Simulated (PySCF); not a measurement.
**Molecular orbitals of CaCd⁺**

PBE0 at R = 3.358 Å; basis Ca def2-SVP, Cd def2-SVP with ECP28; scalar-relativistic core potentials; PySCF 2.14. State: ⁴Π (quartet), unpaired electrons σ ↑↑, π ↑, a second solution, started from another occupation. Only the outer orbitals are listed, counted within each symmetry, core potentials removing the inner ones.

```json
{"spin": "α", "orbital": "8σ", "occ.": "1", "ε (eV)": "-20.21", "on Ca (%)": "0", "main shells (%)": "100 Cd d"}
{"spin": "α", "orbital": "4π", "occ.": "1", "ε (eV)": "-20.19", "on Ca (%)": "0", "main shells (%)": "100 Cd d"}
{"spin": "α", "orbital": "1δ", "occ.": "1", "ε (eV)": "-20.12", "on Ca (%)": "0", "main shells (%)": "100 Cd d"}
{"spin": "α", "orbital": "4π", "occ.": "1", "ε (eV)": "-20.11", "on Ca (%)": "0", "main shells (%)": "100 Cd d"}
{"spin": "α", "orbital": "1δ", "occ.": "1", "ε (eV)": "-20.09", "on Ca (%)": "0", "main shells (%)": "100 Cd d"}
{"spin": "α", "orbital": "9σ", "occ.": "1", "ε (eV)": "-12.94", "on Ca (%)": "18", "main shells (%)": "81 Cd s, 9 Ca s"}
{"spin": "α", "orbital": "10σ", "occ.": "1", "ε (eV)": "-8.82", "on Ca (%)": "69", "main shells (%)": "69 Ca s, 18 Cd p, 12 Cd s"}
{"spin": "α", "orbital": "5π", "occ.": "1", "ε (eV)": "-7.66", "on Ca (%)": "59", "main shells (%)": "44 Ca d, 41 Cd p, 14 Ca p"}
{"spin": "α", "orbital": "5π", "occ.": "0", "ε (eV)": "-6.12", "on Ca (%)": "46", "main shells (%)": "54 Cd p, 31 Ca d, 14 Ca p"}
{"spin": "α", "orbital": "11σ", "occ.": "0", "ε (eV)": "-6.01", "on Ca (%)": "67", "main shells (%)": "32 Cd p, 27 Ca s, 23 Ca p"}
{"spin": "α", "orbital": "6π", "occ.": "0", "ε (eV)": "-5.08", "on Ca (%)": "69", "main shells (%)": "57 Ca d, 31 Cd p, 12 Ca p"}
{"spin": "β", "orbital": "8σ", "occ.": "1", "ε (eV)": "-19.95", "on Ca (%)": "0", "main shells (%)": "100 Cd d"}
{"spin": "β", "orbital": "4π", "occ.": "1", "ε (eV)": "-19.94", "on Ca (%)": "0", "main shells (%)": "100 Cd d"}
{"spin": "β", "orbital": "1δ", "occ.": "1", "ε (eV)": "-19.85", "on Ca (%)": "0", "main shells (%)": "100 Cd d"}
{"spin": "β", "orbital": "4π", "occ.": "1", "ε (eV)": "-19.80", "on Ca (%)": "0", "main shells (%)": "100 Cd d"}
{"spin": "β", "orbital": "1δ", "occ.": "1", "ε (eV)": "-19.79", "on Ca (%)": "0", "main shells (%)": "100 Cd d"}
{"spin": "β", "orbital": "9σ", "occ.": "0", "ε (eV)": "-9.50", "on Ca (%)": "17", "main shells (%)": "82 Cd s, 8 Ca s"}
{"spin": "β", "orbital": "10σ", "occ.": "0", "ε (eV)": "-6.25", "on Ca (%)": "81", "main shells (%)": "81 Ca s, 10 Cd p, 9 Cd s"}
{"spin": "β", "orbital": "5π", "occ.": "0", "ε (eV)": "-5.02", "on Ca (%)": "65", "main shells (%)": "58 Ca d, 35 Cd p"}
```

Question: Which are the highest filled and the lowest empty level, where do they sit, and how wide is the gap?

Answer: Highest filled α 5π at -7.66 eV (in %: 44 Ca d, 41 Cd p, 14 Ca p); lowest empty β 9σ at -9.50 eV (in %: 82 Cd s, 8 Ca s); the gap at PBE0 is -1.84 eV.

```json
{
  "bond order (Mayer)": "0.88",
  "⟨S²⟩": "3.752",
  "charge on Ca (Mulliken, basis-dependent)": "0.53",
  "charge on Ca (Löwdin, basis-dependent)": "0.63",
  "dipole moment (positive dipole points towards Cd; it is taken about the centre of mass and depends on that origin)": "-8.16 D"
}
```

Spin–orbit coupling is left out. Counting both spins, an empty level lies below a filled one in this solution, because spin and occupation are held.
